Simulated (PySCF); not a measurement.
Exercise with solution: oscillator strength and radiative lifetime

Al(Cl)(NHMe)(OH) (CH₅AlClNO), SMILES C[NH][Al]([OH])[Cl].

The structure is a stationary point at PBE-D3(BJ)/def2-SVP. The structure was generated by enumeration; whether it is a known compound was not checked. Other conformers were not sampled.

TDDFT-ωB97X/def2-SVPD in PySCF 2.14.0 puts the first singlet state with f over 0.02 at 7.10 eV (vertical), with the transition dipole (0.325, -0.865, 0.000) in atomic units.

Question: Find the oscillator strength, the wavelength and the radiative lifetime that this transition would have in vacuum if emission retraced absorption.

Answer: 
|μ|² = 0.8538 au, so |μ| = 2.35 D. ΔE = 7.10/27.211 = 0.2609 hartree. f = (2/3) ΔE |μ|² = 0.149 (the program prints 0.149).
λ = 1239.84/7.10 = 175 nm; ν = 57265 cm⁻¹.
Einstein's coefficient A = 0.6670 ν² f s⁻¹ (ν in cm⁻¹) = 3.2e8 s⁻¹, so τ = 1/A = 3.1 ns. This state is S2; the lower singlet has f = 0.018. The figure is the radiative limit of this one transition; relaxation, internal conversion, crossing to triplets and a medium change what is measured.
